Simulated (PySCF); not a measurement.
**Correlation energy of Cl (chlorine, neutral)**

[Ne] 3s2 3p5, 2P determinant. All numbers are calculated (PySCF 2.14, the non-relativistic Hamiltonian (point nucleus), in cc-pV(D+d)Z). Frozen: [Ne]; 7 electrons correlated.

MP2 pair energies summed by pair of shells (mhartree):

```tsv
pair	energy	share (%)
3p-3p	-74.10	65.8
3s-3p	-31.35	27.8
3s-3s	-7.15	6.4
```

Total MP2 correlation energy: -112.60 mhartree.

Same-spin part -28.37 and opposite-spin part -84.24 mhartree; SCS-MP2 scales them by 1/3 and 6/5 to -110.54 mhartree.

| level | correlation energy (mhartree) |
| --- | --- |
| CCSD | -131.15 |
| (T) | -1.49 |
| CCSD(T) | -132.64 |

Diagnostics: T1 = 0.0056, D1 = 0.0191, largest double amplitude 0.048.

Cost of the coupled-cluster step: 0.13 s of wall time on 1 thread of Neoverse-V1 (shared host), for 7 correlated electrons.
